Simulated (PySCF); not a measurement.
**Static response to an electric field**

Species: C₅H₉NSi.
Geometry (GFN2-xTB, Å), atoms numbered from 1 in this order:
```
atom  x, y, z in Å
C1    -2.2762    1.2944   -0.1918
C2    -1.5367    0.2043   -0.3834
C3    -2.1267   -1.0798   -0.2836
N4    -2.5870   -2.1272   -0.2098
C5    -0.0603    0.2112   -0.6656
C6     0.7169   -0.3273    0.5386
Si7    2.5972   -0.3620    0.2427
H8    -3.3271    1.2355    0.0370
H9    -1.8454    2.2792   -0.2622
H10    0.2578    1.2310   -0.8903
H11    0.1453   -0.4126   -1.5397
H12    0.3594   -1.3335    0.7693
H13    0.4853    0.2899    1.4099
H14    3.0502    0.9981   -0.0593
H15    3.2556   -0.8573    1.4498
H16    2.8842   -1.2350   -0.8959
```

Level: B3LYP/def2-SVPD (PySCF), static field, nuclei fixed, core orbitals frozen in the response. The polarisability tensor in these axes (au):

```
x   107.14  -2.85   1.41
y    -2.85  99.76  -0.53
z     1.41  -0.53  71.10
```

Q: Diagonalise the tensor; give its mean and Δα, where Δα² is half the sum of the squared differences of the eigenvalues.

A: Principal values 71.03, 98.78 and 108.18 au; mean 92.66 au = 13.73 Å³ = 15.28 × 10⁻⁴⁰ C²·m²/J; Δα = 33.45 au (36 % of the mean).

Q: What is the dipole moment, and where does it point?

A: (1.47, 3.44, -0.01) D, 3.74 D in size, pointing from the negative to the positive side. Measured along this direction, the outermost atoms are N4 at the negative end and H14 at the positive end.

Q: Sum over states: ᾱ = Σ f/ω², ω in Eh. What share falls to these 8 lowest TDDFT singlets (eV, f)? 6.05, 0.1572; 6.26, 0.1804; 6.56, 0.0210; 7.00, 0.0021; 7.08, 0.0170; 7.17, 0.0150; 7.29, 0.0088; 7.32, 0.0103.

A: They add up to 7.71 au, 8.3 % of the 92.66 au; the largest single term is 3.41 au, from the state at 6.26 eV. Terms in order: 3.18, 3.41, 0.36, 0.03, 0.25, 0.22, 0.12, 0.14 au. Higher excitations give the rest. The strengths listed sum to 0.412.

Q: Orientational against electronic polarisability at 500 K (dilute gas, rigid molecules)?

A: In Gaussian units μ²/3kT = 67.71 Å³ against 13.73 Å³, a ratio of 4.93; the Debye molar polarisation (4π/3)N_A(α + μ²/3kT) is 205.4 cm³/mol, leaving out the vibrational part.

Q: Refractivity n − 1 of an ideal gas of it at 400 K and 1 atm, from the electronic α?

A: N = p/kT = 1.8347 × 10¹⁹ cm⁻³, so n − 1 = 2π × N × 13.73 × 10⁻²⁴ cm³ = 1583 × 10⁻⁶ at long wavelengths.

Q: Rayleigh depolarisation ratio (linearly polarised light, static tensor)?

A: ρ = 3Δα²/(45ᾱ² + 4Δα²) = 3356.4/(386398 + 4475.2) = 0.00859.

Q: Find the Langevin capture rate constant for O2+ (31.990 u) meeting this molecule (111.050 u), k = 2.342 × 10⁻⁹ cm³/s × √(α in Å³ / reduced mass in u).

A: The reduced mass is 24.84 u, so k = 1.74 × 10⁻⁹ cm³/s. The formula leaves out the permanent dipole, which adds to the capture rate.

One conformer (not necessarily the lowest) at the GFN2-xTB geometry, without solvent, vibrations or thermal averaging.

These values come from a run that also computed excited states. Hardware: one thread, Arm Neoverse N1 (aarch64) (shared host). Cost: 80 s wall (grids of density and orbitals included), 0.87 GiB resident at most.
